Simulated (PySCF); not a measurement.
Isomers of [C6H9O3]- (charge -1), one GFN2-xTB conformer each. Single-point energies are computed at PBE0/pcSseg-1 (PySCF, gas phase, no added dispersion term), electronic only.

```csv
SMILES,GFN2-xTB relative energy (kJ/mol)
COCC1(C(=O)[O-])CC1,13.0
C=C(CC(=O)[O-])OCC,0.0
```

Conformers: `[CH3:1][O:2][CH2:3][C:4]1([C:5](=[O:6])[O-:7])[CH2:8][CH2:9]1` (charge -1) with C1–O2–C3–C4 61°, O2–C3–C4–C5 -96°, C3–C4–C5–O6 163°; `[CH2:1]=[C:2]([CH2:3][C:4](=[O:5])[O-:6])[O:7][CH2:8][CH3:9]` (charge -1) with C1–C2–C3–C4 97°, C2–C3–C4–O5 90°, C1–C2–O7–C8 -172°, C2–O7–C8–C9 -96°.

Problem. What does PBE0/pcSseg-1 give for the same structures?

Solution. 
| SMILES | PBE0/pcSseg-1 E (Eh) | PBE0/pcSseg-1 (kJ/mol) | GFN2-xTB (kJ/mol) | point group |
| --- | --- | --- | --- | --- |
| C=C(CC(=O)[O-])OCC | -459.19337 | 0.0 | 0.0 | C1 |
| COCC1(C(=O)[O-])CC1 | -459.18484 | 22.4 | 13.0 | C1 |

Both levels put the same isomer lowest. As drawn, the higher has a three-membered ring and a quaternary carbon, which the lower lacks.
